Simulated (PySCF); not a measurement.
Vibration and rotation of BeCl⁻

RHF-CCSD(T) constants of BeCl⁻, ¹Σ⁺ (singlet), closed shell (PySCF, no relativity, basis sets Be def2-SVPD, Cl def2-SVPD; masses 9.0122 and 34.9689 u):

```
ωe             : 461.1 cm⁻¹
ωexe           : 7.65 cm⁻¹
Be             : 0.55399 cm⁻¹
αe             : 0.0108 cm⁻¹
De to Be + Cl⁻ : 1.03 eV
```

Q: What force constant and bond length do these constants imply?

A: Reduced mass μred = 7.1655 u; k = 5.8918×10⁻⁷·μred·ωe² (u, cm⁻¹, mdyn/Å) = 0.898 mdyn/Å; Re = √(16.8576/(μred·Be)) (u, cm⁻¹, Å) = 2.061 Å.

Q: Estimate the centrifugal constant D from the Kratzer relation and find the Dunham coefficient a1.

A: D = 4Be³/ωe² = 3.2e-06 cm⁻¹; a1 = −1 − αeωe/(6Be²) = -3.70.

Correlated steps freeze 5 core orbitals. Correlated levels converge slowly with the basis: in double zeta they bind strong bonds too weakly, by up to about 1 eV, and carry superposition errors of some tenths. For an ion De counts to the pair picked by the measured ionisation energies or electron affinities, which need not be the lowest pair at this level.
